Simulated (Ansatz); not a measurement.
Consider the formal exchange of groups at the Si–C bond: `F[CH]([SiH3])[AlH][SiH3]` + `CS[SiH2]O` → `O[SiH2]SC[SiH3]` + `F[CH2][AlH][SiH3]`.

Isolated molecules relaxed with PBE0-D4/def2-TZVP in Ansatz; ΔE leaves out vibrations. CBS: MP2 limit from def2 TZ/QZ plus the TZ coupled-cluster correction, frozen cores. Functionals use def2-TZVPP. B3LYP here is the variant with VWN-RPA as its local correlation; programs differ in this. Each species was taken in one conformer, which may not be the lowest.

| level | ΔE (kJ/mol) | difference from CCSD(T)/CBS |
| --- | --- | --- |
| PBE-D4 | 9.7 | 5.7 |
| r2SCAN-D4 | 9.5 | 5.5 |
| PBE0-D4 | 6.9 | 2.9 |
| B3LYP-D4 | 6.5 | 2.5 |
| ωB97X-V | 6.1 | 2.1 |
| ωB97M-V | 5.7 | 1.7 |
| B2PLYP | 5.8 | 1.8 |
| PBE | 10.4 | 6.4 |
| r2SCAN | 9.6 | 5.6 |
| PBE0 | 7.4 | 3.4 |
| B3LYP | 7.7 | 3.7 |
| HF/def2-TZVPP | 2.7 | -1.3 |
| MP2/def2-TZVPP | 2.2 | -1.8 |
| SCS-MP2/def2-TZVPP | 2.5 | -1.5 |
| CCSD/def2-TZVPP | 3.7 | -0.3 |
| CCSD(T)/def2-TZVPP | 4.3 | 0.3 |
| HF/def2-QZVPP | 2.5 | -1.5 |
| MP2/def2-QZVPP | 2.0 | -2.0 |
| SCS-MP2/def2-QZVPP | 2.3 | -1.7 |
| HF/CBS(def2) | 2.5 | -1.5 |
| MP2/CBS(def2) | 1.9 | -2.1 |
| CCSD/CBS(def2) | 3.4 | -0.6 |
| CCSD(T)/CBS | 4.0 | 0 |

Largest T1 diagnostic among the species: 0.013.
